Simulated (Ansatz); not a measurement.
Start from `[OH][GaH][F]` and change one element to get `[OH][GaH][Cl]`.

Ansatz, PBE0-D4/def2-TZVP geometries, multiplicity 1. Each molecule was computed in one conformer, which needn't be the lowest.

Scalar relativity is left out up to krypton.

```csv
property,`[OH][GaH][F]`
HOMO energy (PBE0/def2-TZVPP) / eV,-9.37
HOMO energy (ωB97M-V/def2-TZVPP) / eV,-11.72
HOMO–LUMO gap (PBE0/def2-TZVPP) / eV,8.42
HOMO–LUMO gap (B3LYP/def2-TZVPP) / eV,7.84
LUMO energy (PBE/def2-TZVPP) / eV,-1.73
HOMO–LUMO gap (ωB97M-V/def2-TZVPP) / eV,12.46
```

**Question.** What does the change do to each property? (Estimate.)

**Answer.** Ansatz gave: 
```csv
property,`[OH][GaH][Cl]`,shift
HOMO energy (PBE0/def2-TZVPP) / eV,-8.95,0.42
HOMO energy (ωB97M-V/def2-TZVPP) / eV,-11.23,0.49
HOMO–LUMO gap (PBE0/def2-TZVPP) / eV,7.81,-0.61
HOMO–LUMO gap (B3LYP/def2-TZVPP) / eV,7.25,-0.59
LUMO energy (PBE/def2-TZVPP) / eV,-1.92,-0.19
HOMO–LUMO gap (ωB97M-V/def2-TZVPP) / eV,11.81,-0.65
```

With PBE0 the HOMO rises by 0.42 eV and the LUMO falls by 0.20 eV, so the gap narrows by about 0.62 eV. PBE moves the HOMO by 0.19 eV and ωB97M-V by 0.49 eV.

B3LYP here is the variant with VWN-RPA as its local correlation; programs differ in this.
